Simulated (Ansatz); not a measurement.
Ansatz (an electronic-structure program) input (B3LYP-D3(BJ)/def2-TZVP):

Ansatz 0.2 input:
```yaml
crystal:
  periodic: [false, false, false]
  atoms:
    - {symbol: C, position_ang: [-1.11399313, -0.25840121, -0.21194144]}
    - {symbol: C, position_ang: [0.21755122, -0.23995171, -0.03568916]}
    - {symbol: O, position_ang: [-0.38132356, 0.93871826, 0.21166110]}
    - {symbol: H, position_ang: [1.24482761, -0.50961918, 0.02216852]}
basis:
  gaussian:
    orbitals: def2-TZVP
hamiltonian:
  xc: b3lyp
  dispersion: d3bj
magnetization: {spin_polarized: true, initial_magnetization: 1}
relax: {f_tol: 0.002, max_steps: 150}
```

End of the output:

```
reference -4133.49544670 eV, -151.9031558823 hartree; 11, 10 occupied and 88, 89 virtual orbitals, 555 factors
relax step  11: F+E_penalty+E_count = -4133.56959427 eV  Δ(F+E_penalty+E_count) = -1.323e-7 eV  max|allowed force component| = 4.109e-4 eV/Å  Δτ_max = 0.0001 Å  (40 SCF iters, accepted)
integrals: 0.02 GiB planned
555 factors; their error is unknown
mean field: 0.28 GiB planned
mean field evaluation 96: about -4133.4950 eV, gradient 3.0e-1 eV
mean field -4133.49526520 eV, -151.9031492123 hartree, gradient 1.6e-5 eV, S^2 0.755936; 1 other end points of the search recorded, 0 dependent functions left out
the calculation of the forces begins
reference -4133.49544670 eV, -151.9031558823 hartree; 11, 10 occupied and 88, 89 virtual orbitals, 555 factors
Total energy: -4133.56977577 eV, -151.9058874253 hartree
Atom 0 at    -1.126991    -0.375399    -0.246217 Å, force     0.000411     0.000049     0.000066 eV/Å
Atom 1 at     0.186707    -0.177980    -0.022652 Å, force    -0.000350    -0.000138    -0.000083 eV/Å
Atom 2 at    -0.303348     1.004742     0.240364 Å, force     0.000043     0.000013     0.000009 eV/Å
Atom 3 at     1.210694    -0.520617     0.014704 Å, force    -0.000105     0.000076     0.000008 eV/Å
Dipole moment:     0.596558    -0.186870     0.025278 e Å
```

It need not be the lowest isomer of its formula.
